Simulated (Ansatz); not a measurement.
The cluster SnF3⁻ (the lowest singlet isomer of a short search) was relaxed with PBE-D4 (def2-TZVPD) in Ansatz in these states: charge -1 quintet, charge -1 singlet, charge -1 triplet. The geometries follow in no particular order.

In the def2 sets Sn takes a core potential; there is no spin–orbit coupling.

A:

```xyz
4

Sn   -0.0016    0.0004    0.0009
F    -1.3198   -1.3624    0.8168
F    -0.6857    1.8174   -0.6991
F     2.0071   -0.4555   -0.1187
```

B:

Cartesian coordinates in Å:
```
Sn 1.2941 -0.0050 0.1131
F -0.7341 1.3115 -0.1328
F 0.2944 -1.1532 -1.2248
F -0.8544 -0.1532 1.2445
```

C:

```xyz
4

Sn    0.555   -0.143    0.534
F     1.043    0.516   -1.328
F    -0.704   -1.617   -0.084
F    -0.894    1.244    0.878
```

Q: Judge from the bond lengths which geometry belongs to which state (an estimate).

A: A is the charge -1 triplet (Sn1–F4 2.063 Å, Sn1–F2 2.064 Å, Sn1–F3 2.064 Å); B is the charge -1 quintet (Sn1–F4 2.433 Å, Sn1–F2 2.430 Å, Sn1–F3 2.027 Å); C is the charge -1 singlet (Sn1–F4 2.035 Å, Sn1–F2 2.035 Å, Sn1–F3 2.035 Å).

At PBE-D4/def2-TZVPD the highest occupied level of the charge -1 triplet lies above zero (up to 1.28 eV). The electron is either unbound and held by the finite basis, or the level is raised by self-interaction error. At PBE-D4/def2-TZVPD the highest occupied level of the charge -1 quintet lies above zero (up to 1.47 eV). At PBE0-D4/def2-TZVPD a singlet lies 3.16 eV below the charge -1 triplet. At PBE0-D4/def2-TZVPD a singlet lies 9.78 eV below the charge -1 quintet. These are the stationary points nearest to one start from a short search; other shapes may lie lower in each state.
